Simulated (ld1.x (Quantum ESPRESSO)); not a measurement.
## Before and after: TM potential for rhodium

- Element: Rh
- Generator: ld1.x (Quantum ESPRESSO) 7.5
- Type: norm-conserving Troullier–Martins (Kleinman–Bylander form)
- Functional: PBE
- Relativity: scalar-relativistic
- Frozen core: [Kr]
- Valence charge: 9
- Reference configuration: 4d7.5 5s0 5p0 (charge +1.5)
- Partial waves: 5s (bound, empty): rc 1.80 bohr; 5p (bound, empty): rc 2.50 bohr; 4d (bound): rc 1.20 bohr
- Local potential: all-electron potential smoothed inside 2.50 bohr (lloc = -2)
- Core correction: none

Change: wave 4d (bound): rc 1.20 bohr becomes 4d (bound): rc 1.54 bohr.

Cutoffs: the cutoffs (Ry, on a coarse ladder) from which the occupation-weighted sum of valence levels, in a spherical-Bessel basis at the reference potential, stays within 10 and 1 mRy of its value at 400 Ry; they do not see the model core or the augmentation charge, which bear on the density cutoff. Errors are all-electron minus pseudo energies relative to the spin-unpolarised reference configuration.

**Question.** How do hardness, ghosts and transferability respond?

**Answer.** The potential gets softer (70 Ry and 90 Ry → 60 Ry and 70 Ry); the errors of the 7 common tests hardly move; neither file shows a bound ghost. A larger radius leaves more room for a smooth pseudo-wave, so fewer plane waves are needed.

```csv
quantity,base,changed
"cutoff, loose",70 Ry,60 Ry
"cutoff, tight",90 Ry,70 Ry
bound ghosts,none,none
"error for 4d8 5s1 5p0, meV [ΔE -15.69 eV]",+51,+51
"error for 4d8 5s0 5p0, meV [ΔE -8.23 eV]",-13,-13
"error for 4d7 5s0 5p0, meV [ΔE 11.28 eV]",-21,-21
"error for 4d8 5s0 5p1, meV [ΔE -12.09 eV]",+20,+20
"error for 4d7 5s2 5p0, meV [ΔE -13.22 eV]",+59,+58
"error for 4d6 5s0 5p0, meV [ΔE 43.78 eV]",-242,-241
"error for 4d9 5s0 5p0, meV [ΔE -16.60 eV]",-63,-63
s: phases at 2.68 bohr within 0.05 rad from the reference energy up to (Ry; the scan ends near 5),0.1,0.1
p: phases at 2.68 bohr within 0.05 rad from the reference energy up to (Ry; the scan ends near 5),0.4,0.4
d: phases at 2.68 bohr within 0.05 rad from the reference energy up to (Ry; the scan ends near 5),0.2,0.2
```
